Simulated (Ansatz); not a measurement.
Wavefunction ladder for `[OH][Ga]([O][SiH3])[O][SiH3]`

```xyz
13

O    -2.564    1.379   -1.545
Ga   -1.210    0.628   -0.704
O    -1.544   -0.487    0.615
Si   -0.729   -1.349    1.740
O     0.449    1.000   -1.192
Si    1.973    0.536   -0.818
H    -2.280    1.966   -2.251
H     0.497   -0.626    2.179
H    -1.616   -1.555    2.913
H    -0.324   -2.671    1.191
H     2.839    0.757   -2.004
H     2.496    1.329    0.326
H     2.014   -0.908   -0.451
```

Total charge 0; spin multiplicity 1. Correlated methods include outer-core shells of Ga, which these sets cover unevenly. Scalar relativity is left out up to krypton. Geometry: relaxed with PBE0-D4/def2-TZVP. It is one conformer, not always the lowest. Frozen core, restricted reference, the Gaussian-basis code of Ansatz.

```tsv
basis	HF (Eh)	MP2 corr.
def2-SVP	-2729.34131	-0.96469
def2-TZVPP	-2730.09652	-1.18526
def2-QZVPP	-2730.16774	-1.50811
```

Q: Estimate the CCSD correlation energy and the (T) correction in each basis where they were run (hartree).

A: 
| basis | CCSD corr. | (T) |
| --- | --- | --- |
| def2-SVP | -1.00231 | -0.02498 |
